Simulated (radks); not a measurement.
Results of a calculation; reference values are marked as such.
Excited configurations of neutral ytterbium: one electron is placed in a higher orbital outside [Xe] 4f14 6s1. The ground configuration is [Xe] 4f14 6s2. Code: a radial shooting solver on a logarithmic mesh with Libxc functionals. Model: non-relativistic Kohn-Sham, LDA (Slater exchange, Perdew-Wang correlation), spin-polarised, spherical densities, point nucleus; open shells are filled with parallel spins first (spin-orbit coupling, left out, can overturn this in heavy ions); relativity is left out, which matters for an element this heavy. Excitation = E - E(ground); binding = E(ion) - E, where the ion is the core of charge +1; n* = 1/sqrt(2 binding) in atomic units, and the quantum defect is n - n*.

| outer orbital | excitation (eV) | binding (eV) | n* | <r> (bohr) |
|---|---|---|---|---|
| 5d | 1.849 | 4.160 | 1.808 | 3.638 |
| 5f | 5.050 | 0.959 | 3.766 | 16.20 |
| 6p | 2.001 | 4.008 | 1.842 | 5.336 |
| 6d | 4.431 | 1.579 | 2.936 | 10.84 |
| 6f | 5.338 | 0.671 | 4.503 | 27.50 |
| 7s | 3.751 | 2.258 | 2.454 | 9.792 |
| 7p | 4.328 | 1.682 | 2.844 | 12.36 |
| 7d | 5.042 | 0.968 | 3.750 | 20.46 |
| 7f | 5.522 | 0.487 | 5.286 | 41.41 |

The Delta-SCF ionisation energy is 6.009 eV (NIST Atomic Spectra Database: 6.254 eV, measured). Self-interaction in the functional shifts the binding energies and quantum defects, so they are the method's values and not measured ones. Relativity is left out here, which matters for elements this heavy.
